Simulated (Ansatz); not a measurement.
`O[SiH]([SiH3])[SeH]` + `N=C([SiH3])CCl` → `O[SiH]([SiH3])CCl` + `N=C([SiH3])[SeH]`  (redistribution)

Isolated molecules relaxed with PBE0-D4/def2-TZVP in Ansatz; ΔE leaves out vibrations. CCSD(T)/CBS adds triple-zeta CCSD(T) − MP2 to the extrapolated MP2 energy (def2 sets, frozen cores). Functionals use def2-TZVPP. For Se outer-core shells are correlated without core-valence functions, which leaves a few kJ/mol of doubt a bond. Scalar relativity is left out up to krypton. One conformer a species, not always the lowest.

`O[SiH]([SiH3])[SeH]`:

```xyz
10

O     1.548    0.269   -1.462
Si    0.796    0.576   -0.028
Si   -0.498   -1.220    0.732
Se   -0.583    2.399   -0.091
H     1.004    0.232   -2.250
H     1.887    0.949    0.902
H    -1.682   -1.360   -0.163
H    -0.974   -0.948    2.113
H     0.261   -2.500    0.716
H    -1.759    1.603   -0.468
```

`N=C([SiH3])CCl`:

Cartesian coordinates in Å:
```
N -0.475 -1.571 0.521
C -0.167 -0.395 0.173
Si 1.269 -0.259 -1.069
C -0.822 0.877 0.642
Cl -2.149 0.621 1.790
H -1.256 -1.565 1.187
H 2.474 -0.892 -0.482
H 1.552 1.176 -1.351
H 0.883 -0.937 -2.329
H -0.084 1.519 1.129
H -1.226 1.426 -0.212
```

`O[SiH]([SiH3])CCl`:

Cartesian coordinates in Å:
```
O 0.966 -1.667 -0.389
Si 0.002 -0.546 0.337
Si 1.325 1.343 0.747
C -1.444 -0.122 -0.799
Cl -2.265 -1.653 -1.243
H 0.518 -2.446 -0.728
H -0.601 -1.068 1.597
H 1.857 1.894 -0.528
H 2.461 1.009 1.646
H 0.490 2.388 1.402
H -2.183 0.517 -0.314
H -1.125 0.351 -1.728
```

`N=C([SiH3])[SeH]`:

```xyz
9

N     1.531   -0.509   -1.127
C     0.728    0.153   -0.409
Si   -0.866   -0.485    0.389
Se    1.185    1.994   -0.103
H     1.221   -1.474   -1.243
H    -1.005   -1.915    0.010
H    -2.022    0.302   -0.108
H    -0.776   -0.343    1.864
H     0.005    2.278    0.726
```

Is it downhill or uphill in electronic energy at CCSD(T)/CBS, and by how much? (Best estimate.)

Computed: Uphill: ΔE = +73.6 kJ/mol.

What do these levels give: PBE-D4, PBE0-D4, B2PLYP, PBE0, SCS-MP2/def2-TZVPP, CCSD/def2-TZVPP, HF/def2-QZVPP, MP2/def2-QZVPP, SCS-MP2/def2-QZVPP, HF/CBS(def2), MP2/CBS(def2), CCSD/CBS(def2)? (Estimate.)

Computed: PBE-D4 68.4, PBE0-D4 74.5, B2PLYP 69.3, PBE0 74.7, SCS-MP2/def2-TZVPP 69.9, CCSD/def2-TZVPP 71.7, HF/def2-QZVPP 77.6, MP2/def2-QZVPP 73.6, SCS-MP2/def2-QZVPP 71.3, HF/CBS(def2) 77.5, MP2/CBS(def2) 75.2, CCSD/CBS(def2) 75.0 kJ/mol.

Largest T1 diagnostic among the species: 0.012.

From PBE to PBE0 (25 % exact exchange), in def2-TZVPP and without D4, ΔE moves by +6.0 kJ/mol. In def2-TZVPP, CCSD(T) changes the Hartree–Fock value by −8.0 kJ/mol (the triples alone add −1.4 kJ/mol) and MP2 by −6.4 kJ/mol.
